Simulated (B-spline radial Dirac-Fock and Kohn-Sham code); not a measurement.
**Binding energies of Hg⁵²⁺**

System: the Hg⁵²⁺ ion in the configuration 1s2 2s2 2p6 3s2 3p6 3d10; nuclear rms radius 5.4648 fm (A = 202).

Level of theory: ΔSCF Dirac-Fock with Breit, self-energy and vacuum polarisation, finite nucleus, configuration average; a radial finite-basis atomic code. Electron correlation is not included. Energies are counted from the vacuum level.

All terms are in eV, carry their sign (relaxation lowers the binding energy) and add up to the binding energy; ⟨r⟩ is the mean radius of the orbital in the initial state.

```tsv
subshell	−ε (Koopmans)	relaxation	Gaunt	retardation	QED	binding energy	⟨r⟩ (bohr)
K (1s)	86590.0	-53.11	-325.74	29.95	-157.11	86083.9	0.017
L1 (2s)	17836.9	-19.15	-38.00	2.81	-24.11	17758.5	0.069
L2 (2p1/2)	17215.6	-23.35	-64.52	6.73	-0.67	17133.8	0.057
L3 (2p3/2)	15253.7	-19.99	-43.65	9.57	-2.76	15196.9	0.065
M1 (3s)	6324.4	-2.88	-8.36	0.67	-5.94	6307.9	0.176
M2 (3p1/2)	6053.0	-3.53	-13.81	1.34	-0.39	6036.6	0.167
M3 (3p3/2)	5591.5	-2.81	-9.25	2.10	-0.82	5580.7	0.181
M4 (3d3/2)	5162.7	-4.19	-6.78	0.73	0.33	?	0.157
M5 (3d5/2)	5063.4	-3.82	-4.98	0.78	0.07	5055.4	0.161
```

Q: Which binding energy belongs in the row of M4 (3d3/2)?

A: 5152.8 eV, the sum of the terms in that row (to rounding).

For the deepest level, K (1s), the Breit terms make up -0.344 % of the binding energy, QED -0.183 % and orbital relaxation -0.062 %.

Going to the tabulated ground configuration of the next ion removes an electron from M5 (3d5/2), computed at 5055.4 eV. NIST lists 5055 ± 4 eV as the ionisation energy of this species (theoretical), -0.42 eV from the computed value, within the stated uncertainty.
